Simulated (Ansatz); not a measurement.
C2H6N (SMILES [CH2-]CN), charge -1, singlet, geometry from GFN2-xTB (a gas-phase anion, which may not be bound at this level); BLYP/STO-3G in Ansatz (a first-principles code).

The Ansatz input:
Ansatz 0.2 input:
```yaml
crystal:
  periodic: [false, false, false]
  atoms:
    - {symbol: C, position_ang: [1.34206891, -0.30342750, -0.00661096]}
    - {symbol: C, position_ang: [0.14876589, 0.55092354, -0.00453656]}
    - {symbol: N, position_ang: [-1.30721820, -0.07433856, 0.00884616]}
    - {symbol: H, position_ang: [1.32777328, -0.97632740, 0.89192972]}
    - {symbol: H, position_ang: [1.31633528, -0.98796197, -0.89606266]}
    - {symbol: H, position_ang: [0.10851373, 1.19267402, -0.89918986]}
    - {symbol: H, position_ang: [0.11990906, 1.20426517, 0.88213160]}
    - {symbol: H, position_ang: [-1.32833243, -0.69336521, 0.82186557]}
    - {symbol: H, position_ang: [-1.33868028, -0.70389088, -0.79571234]}
basis:
  gaussian:
    orbitals: STO-3G
hamiltonian:
  xc: blyp
total_charge: -1
accuracy: high
```

It wrote (shortened):

```
Functional definition: BLYP
405 factors; integrals over basis functions are off by at most 2.8e-9 eV
mean field evaluation 1: about -3604.8381 eV, gradient 2.3e1 eV
mean field evaluation 2: about -3591.4790 eV, gradient 7.2e1 eV
mean field evaluation 4: about -3606.7924 eV, gradient 3.4e0 eV
mean field evaluation 8: about -3606.7544 eV, gradient 2.8e-2 eV
mean field evaluation 16: about -3606.7544 eV, gradient 3.3e-8 eV
mean field -3606.75436393 eV, -132.5457781284 hartree, gradient 4.5e-8 eV, S^2 0.000000; 0 other end points of the search recorded, 0 dependent functions left out
reference -3606.75440285 eV, -132.5457795587 hartree; 13, 13 occupied and 8, 8 virtual orbitals, 405 factors
Total energy: -3606.75440285 eV, -132.5457795587 hartree
```
